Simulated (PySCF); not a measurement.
**Au²⁺ (gold, charge +2) across methods**

[Xe] 4f14 5d8 6s1, high-spin 4F determinant (an excited configuration). Calculation: PySCF 2.14, in aug-cc-pVTZ-PP with one added diffuse shell each of s, p, d, f, g type with ECP60MDF (7s7p6d4f3g, 113 functions); scalar relativity through the core potential.

```json
{"method": "LDA", "E (hartree)": "-134.2059", "mean ε 5d α (eV)": "-30.932", "mean ε 5d β (eV)": "-29.283", "mean ε 6s α (eV)": "-25.098", "Σ⟨r²⟩ (bohr²)": "36.36", "⟨S²⟩": "3.750"}
{"method": "r2SCAN0", "E (hartree)": "-134.4624", "mean ε 5d α (eV)": "-33.227", "mean ε 5d β (eV)": "-31.293", "mean ε 6s α (eV)": "-25.900", "Σ⟨r²⟩ (bohr²)": "35.97", "⟨S²⟩": "3.752"}
{"method": "wB97X-V", "E (hartree)": "-134.4172", "mean ε 5d α (eV)": "-35.128", "mean ε 5d β (eV)": "-33.634", "mean ε 6s α (eV)": "-27.592", "Σ⟨r²⟩ (bohr²)": "36.11", "⟨S²⟩": "3.751"}
{"method": "r2SCAN", "E (hartree)": "-134.5117", "mean ε 5d α (eV)": "-31.402", "mean ε 5d β (eV)": "-29.515", "mean ε 6s α (eV)": "-25.037", "Σ⟨r²⟩ (bohr²)": "35.99", "⟨S²⟩": "3.752"}
{"method": "PBE", "E (hartree)": "-134.4784", "mean ε 5d α (eV)": "-30.827", "mean ε 5d β (eV)": "-29.198", "mean ε 6s α (eV)": "-24.751", "Σ⟨r²⟩ (bohr²)": "36.21", "⟨S²⟩": "3.751"}
{"method": "r2SCANh", "E (hartree)": "-134.4918", "mean ε 5d α (eV)": "-32.130", "mean ε 5d β (eV)": "-30.224", "mean ε 6s α (eV)": "-25.383", "Σ⟨r²⟩ (bohr²)": "35.98", "⟨S²⟩": "3.752"}
{"method": "UHF", "E (hartree)": "-133.66918", "mean ε 5d α (eV)": "-37.776", "mean ε 5d β (eV)": "-35.527", "mean ε 6s α (eV)": "-27.437", "Σ⟨r²⟩ (bohr²)": "36.19", "⟨S²⟩": "3.753"}
{"method": "PBE0", "E (hartree)": "-134.4498", "mean ε 5d α (eV)": "-32.808", "mean ε 5d β (eV)": "-31.047", "mean ε 6s α (eV)": "-25.621", "Σ⟨r²⟩ (bohr²)": "36.11", "⟨S²⟩": "3.751"}
```

Energies and moments cover only the electrons outside the core potential. Spin-orbit coupling, absent here, splits the open shell strongly.
